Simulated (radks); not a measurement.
Values are calculated unless marked as measured or tabulated.
Coulomb parameter of the 5d shell of the gold ion Au3+ in the model configuration [Xe] 4f14 5d7 6p1, as a second difference U = [E(n + 0.5) + E(n - 0.5) - 2 E(n)] / (0.5)^2 with all orbitals relaxed. "Bare": the charge of the atom changes with n. "Screened": the 6p shell takes up the change at fixed total charge, which measures U(5d,5d) + U(6p,6p) - 2 U(5d,6p). Level of theory: Dirac Kohn-Sham, PBE, spin-unpolarised, spherical densities, finite nucleus; open shells are shared between the two j in proportion to 2j + 1; Fermi nuclear charge, rms radius 5.4371 fm (a radial shooting solver on a logarithmic mesh with Libxc functionals).

case,configuration,E - E(n) (eV)
start,[Xe] 4f14 5d7 6p1,0.000
bare +0.5,[Xe] 4f14 5d7.5 6p1,-20.734
bare -0.5,[Xe] 4f14 5d6.5 6p1,24.228
screened +0.5,[Xe] 4f14 5d7.5 6p0.5,-9.316
screened -0.5,[Xe] 4f14 5d6.5 6p1.5,9.931

U(bare) = 13.978 eV, U(screened by 6p) = 2.460 eV.
